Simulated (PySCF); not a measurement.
Some computed properties have been withheld. Give your best values.

Compound: C₅H₇F₃.
Atom-mapped SMILES: `[CH3:1]/[C:2](=[CH:3]/[CH:4]([F:5])[F:6])[CH2:7][F:8]` (hydrogens: H9, H10, H11 on C1; H12 on C3; H13 on C4; H14, H15 on C7)

Cartesian coordinates in Å at the PBE0-D3(BJ)/def2-SVP level; atoms count from 1:
```
atom  x, y, z in Å
C1    -1.723   -0.836   -0.333
C2    -0.456   -0.083   -0.056
C3     0.740   -0.677   -0.162
C4     2.098   -0.103    0.073
F5     2.941   -0.607   -0.864
F6     2.566   -0.509    1.282
C7    -0.709    1.344    0.329
F8     0.407    2.048    0.689
H9    -2.384   -0.844    0.550
H10   -2.293   -0.365   -1.152
H11   -1.516   -1.876   -0.617
H12    0.772   -1.738   -0.433
H13    2.147    0.991    0.032
H14   -1.196    1.868   -0.515
H15   -1.419    1.363    1.176
```

```csv
property,level,value
point group,PBE0-D3(BJ)/def2-SVP,C1
"rotational constants A, B, C",PBE0-D3(BJ)/def2-SVP,"2.743, 1.313, 1.045 GHz"
dipole moment,wB97X-D/def2-SVPD,?
HOMO energy,wB97X-D/def2-SVPD,?
LUMO energy,wB97X-D/def2-SVPD,1.30 eV
lowest singlet excitation,TDDFT wB97X-D/def2-SVPD,?
lowest triplet excitation (Tamm–Dancoff),TDA wB97X-D/def2-SVPD,4.35 eV
static isotropic polarisability,wB97X-D/def2-SVPD,?
vertical ionisation energy,ΔSCF wB97X-D/def2-SVPD,?
electronic spatial extent ⟨r²⟩ about the centre of nuclear charge,wB97X-D/def2-SVPD,?
13C chemical shifts (computed TMS as zero) by class,GIAO B97-2/pcSseg-1,"142.1 (C2), 128.2 (C3), 112.0 (C4), 86.9 (C7), 21.1 (C1) ppm"
1H chemical shifts (computed TMS as zero) by class,GIAO B97-2/pcSseg-1,?
"isotropic shieldings of nuclei other than C and H, by class",GIAO B97-2/pcSseg-1,"305 (F5/F6), 420 (F8) ppm"
largest of the computed one-bond spin–spin couplings (means over like bonds),"B3LYP/pcJ-1, spin–dipole term left out for some pairs","19F–13C -288.3 (F5–C4 and 1 like it), 19F–13C -244.6 (F8–C7), 13C–1H +195.8 (C4–H13), 13C–1H +165.0 (C3–H12), 13C–1H +154.1 (C7–H14 and 1 like it), 13C–1H +134.4 (C1–H9 and 2 like it), 13C–13C +81.9 (C2–C3), 13C–13C +61.6 (C3–C4) Hz"
```

Gas-phase values; electronic properties from PySCF, density fitting. The structure is a single PBE0-D3(BJ)/def2-SVP conformer in the gas phase; no vibrational or solvent corrections. NMR classes are plain means over equivalent atoms (diastereotopic ones count apart unless rotation or inversion swaps them), as if these changed places fast; in this geometry the members of some classes differ.

Q: The 1H chemical shifts (computed TMS as zero) by class?

A: 6.88 (H13), 5.65 (H12), 5.01 (H14/H15), 1.66 (H9/H10/H11) ppm.

Q: The dipole moment?

A: 4.27 D.

Q: The electronic spatial extent ⟨r²⟩ about the centre of nuclear charge?

A: 1112 bohr².

Q: What is the vertical ionisation energy?

A: 9.99 eV.

Q: What is the lowest singlet excitation?

A: 7.18 eV (173 nm, f = 0.519).

Q: Give the static isotropic polarisability.

A: 65.1 au.

Q: What is the HOMO energy?

A: -9.75 eV.

The largest Löwdin shares of the HOMO are 0.36 on C3, 0.31 on C2, 0.06 on C1 and 0.06 on C7. A dipole of 4.27 D is allowed in C1, and pure rotational transitions are dipole-allowed. The vertical singlet–triplet gap S1 − T1 is 2.83 eV (TDDFT singlet less Tamm–Dancoff triplet; S1: HOMO→LUMO, weight 0.96; T1: HOMO→LUMO, weight 0.94). In atomic units the dipole is 1.68 e·bohr (1 au = 2.5417 D).

For the TDDFT job (wB97X-D/def2-SVPD), the run took 3.8 min wall on one thread, Intel Xeon at 2.50 GHz (x86_64), shared host with 64 logical CPUs at a one-minute load of 64, and the process peaked at 0.96 GiB of memory.
